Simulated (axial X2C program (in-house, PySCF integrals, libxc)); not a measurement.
## Which molecule gave these maps?

PBE0 fields computed with an axial X2C code built on PySCF integrals, two-component, near the equilibrium distance, one atom at z = 0.

The maps cover the half plane through the axis: z from -2.4 to 4.5 Å along the bond, ρ from 0.15 to 2.25 Å away from it (steps of 0.3 Å, the bottom row nearest the axis).

log10 of the density in e/bohr³:

digits 0 to 9 span -5.01 to 1.88 evenly
```
001112222222222222211100
011222333333332222222110
012233344444333333332211
112334444444444444433221
122344555555444444443322
123345566665555555544332
123445677766555665554332
123456789876556886554432
```

Electron localisation function (collinear form, no current term, damped to 0 at low density):

digits 0 to 9 span 0.00 to 1.00 evenly
```
000000001100000000000000
000000111221100001221000
000001122333210135776300
000001233334432368999730
000011234434554479999971
000012355544662127999994
000013564553640421999996
000013633363625781699997
```

Question: Which molecule is it?
A. SeO
B. AuSi⁺
C. InP
D. LiSg⁺

Answer: B. AuSi⁺, with Au at z = 0 and Si at z = 2.204 Å, state Ω = 0 (closed shell), basis Au dyall-cv3z [13s14p9d6f4g], Si dyall-v3z [8s7p2d1f] (cores contracted in-house). One determinant describes the state; a PBE0 search over occupations chose it and may have missed a lower one.
